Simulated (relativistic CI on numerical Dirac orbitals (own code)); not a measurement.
# Ni³⁺ in a cubic cluster: 3s photoemission with charge transfer

Computed with a charge-transfer multiplet model of a cubic metal-ligand cluster with up to 2 ligand holes, Slater and spin-orbit integrals from Dirac-Coulomb-Breit ions, Slater integrals scaled by 0.9. The ground state mixes d7 with configurations of k ligand holes L, whose averages lie at kΔ + k(k − 1)U_dd/2; a core hole lowers each added d electron by U_cd. 20 K, Lorentzian 1.4 eV and Gaussian 0.8 eV FWHM.

Atomic integrals in eV (Slater integrals scaled, ζ unscaled), ground: F2dd 11.900, F4dd 7.429, zeta_d 0.089; with the core hole: F2dd 12.813, F4dd 8.041, zeta_d 0.100, G2cd 12.648.

Cluster parameters (eV): Δ = 0.8, U_dd = 7.4, U_cd = 9.6, 10Dq = 1.25, 10Dq(ligand) = 1.2, final-state hopping factor = 0.8.

```tsv
Case	n_d	d7	d8L	d9L2	S
V(eg) = 2.25 eV, V(t2g) = -1.04 eV	7.66	0.39	0.55	0.06	0.58
V(eg) = 2.85 eV, V(t2g) = -1.32 eV	7.71	0.37	0.56	0.08	0.53
V(eg) = 3.15 eV, V(t2g) = -1.46 eV	7.73	0.36	0.55	0.09	0.52
V(eg) = 3.45 eV, V(t2g) = -1.6 eV	7.74	0.35	0.55	0.10	0.51
V(eg) = 4.05 eV, V(t2g) = -1.88 eV	7.77	0.34	0.55	0.11	0.51
```

Weights, n_d and S are thermal averages at 20 K. Binding energies count from the first peak over 30 % of the highest in each spectrum, which can be another peak from case to case. The parameters are a model scan and need not match a compound or its usual spin state. Peaks in eV (height, largest 100):
- V(eg) = 2.25 eV, V(t2g) = -1.04 eV: 0.0 (100), 7.0 (52), 11.7 (26), 15.4 (19), 20.2 (10)
- V(eg) = 2.85 eV, V(t2g) = -1.32 eV: 0.0 (100), 2.4 (28), 7.8 (37), 10.8 (12), 13.1 (19), 17.2 (11), 21.7 (6)
- V(eg) = 3.15 eV, V(t2g) = -1.46 eV: 0.0 (100), 2.5 (29), 8.5 (29), 11.4 (11), 13.9 (16), 18.1 (9)
- V(eg) = 3.45 eV, V(t2g) = -1.6 eV: 0.0 (100), 2.6 (30), 7.6 (22), 9.2 (23), 12.0 (11), 14.6 (14), 19.0 (6)
- V(eg) = 4.05 eV, V(t2g) = -1.88 eV: 0.0 (100), 2.7 (31), 8.0 (18), 10.6 (16), 13.3 (10), 16.1 (11)

For the case V(eg) = 3.15 eV, V(t2g) = -1.46 eV, Δ = 0.8 eV is smaller than U_dd = 7.4 eV, the charge-transfer side of the Zaanen-Sawatzky-Allen scheme. With the core hole the average of the configuration with one ligand hole lies at Δ − U_cd = -8.8 eV before mixing: it lies below the unscreened one, so the lowest final states are mostly screened and the unscreened weight appears at higher binding energy as a satellite.

With at most 2 ligand holes the space is cut while the next configuration still counts, so covalency is underestimated, and a final configuration with one more ligand hole, which can lie low, is missing from the spectra.

Without intra-shell correlation the exchange splitting of the 3s hole comes out too large.
